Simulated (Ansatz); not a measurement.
`C[SiH2]C(F)BF` → B• + 2 C• + 2 F• + 7 H• + Si•  (atomization)

Program: Ansatz. Geometries: PBE0-D4/def2-TZVP. ΔE: electronic, gas phase. CCSD(T)/CBS is the MP2 limit (def2-TZVPP, def2-QZVPP) plus CCSD(T) − MP2 in def2-TZVPP, frozen cores. This one scheme is used for every species, atoms too. Functionals use def2-TZVPP. B3LYP here is the variant with VWN-RPA as its local correlation; programs differ in this. No spin–orbit coupling; open shells (•) take unrestricted orbitals. Spin–orbit coupling would lower the free atoms: a little for B, C, F, Si. Each species was taken in one conformer, which may not be the lowest.

| level | ΔE (eV) | difference from CCSD(T)/CBS |
| --- | --- | --- |
| PBE-D4 | 51.42 | 0.90 |
| B3LYP-D4 | 50.62 | 0.10 |
| ωB97X-V | 50.79 | 0.27 |
| ωB97M-V | 50.80 | 0.28 |
| r2SCAN | 50.77 | 0.25 |
| PBE0 | 50.43 | -0.09 |
| HF/def2-TZVPP | 38.36 | -12.16 |
| SCS-MP2/def2-TZVPP | 49.88 | -0.64 |
| CCSD/def2-TZVPP | 48.73 | -1.79 |
| CCSD(T)/def2-TZVPP | 49.35 | -1.17 |
| HF/def2-QZVPP | 38.42 | -12.10 |
| MP2/def2-QZVPP | 50.90 | 0.38 |
| SCS-MP2/def2-QZVPP | 50.64 | 0.12 |
| HF/CBS(def2) | 38.43 | -12.09 |
| MP2/CBS(def2) | 51.37 | 0.85 |
| CCSD/CBS(def2) | 49.89 | -0.63 |
| CCSD(T)/CBS | 50.52 | 0 |

Largest T1 diagnostic among the species: 0.014.

The D4 term adds +0.42 eV with B3LYP and +0.22 eV with PBE0; it sums over pairs of atoms, weighted by their polarisabilities, and B3LYP, whose exchange is more repulsive, gets the larger term. From PBE to PBE0 (25 % exact exchange), in def2-TZVPP and without D4, ΔE moves by −0.73 eV: exact exchange takes away binding that semilocal exchange gives to molecules. In def2-TZVPP, CCSD(T) changes the Hartree–Fock value by +11.00 eV (the triples alone add +0.63 eV) and MP2 by +11.85 eV; breaking electron pairs costs correlation energy, which Hartree–Fock lacks.

For atomizations the MP2-based limit and the directly extrapolated one differ by several kJ/mol either way, and by 10 to 25 for some Ge, Se and Sn compounds, so smaller differences from it don't rank the levels.
